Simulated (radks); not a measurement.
The numbers below are computed, except where a source is named.
Question: Sr XI, 28 electrons, occupied as [Ar] 3d10 (the NIST ground configuration). Code: a radial shooting solver on a logarithmic mesh with Libxc functionals. Model: scalar-relativistic Kohn-Sham, r2SCAN, spin-polarised, spherical densities, finite nucleus; meta-GGA in the generalised Kohn-Sham scheme; Fermi nuclear charge, rms radius 4.224 fm. Some entries of the table are withheld. Estimate them.

| orbital | occ. | eigenvalue (eV) | r(max) (bohr) | <r^2> (bohr^2) |
|---|---|---|---|---|
| 1s | 2 | -16162.37 | 0.02554 | 0.002068 |
| 2s | 2 | -2355.228 | 0.1450 | (1) |
| 2p | 6 | -2111.154 | (2) | 0.02762 |
| 3s | 2 | -516.9459 | 0.4341 | 0.2725 |
| 3p | 6 | -436.8950 | 0.4290 | 0.2823 |
| 3d | 10 | (3) | 0.3749 | 0.2827 |

Answer: 
(1) 2s <r^2> (bohr^2): 0.03498
(2) 2p r(max) (bohr): 0.1160
(3) 3d eigenvalue (eV): -305.1477
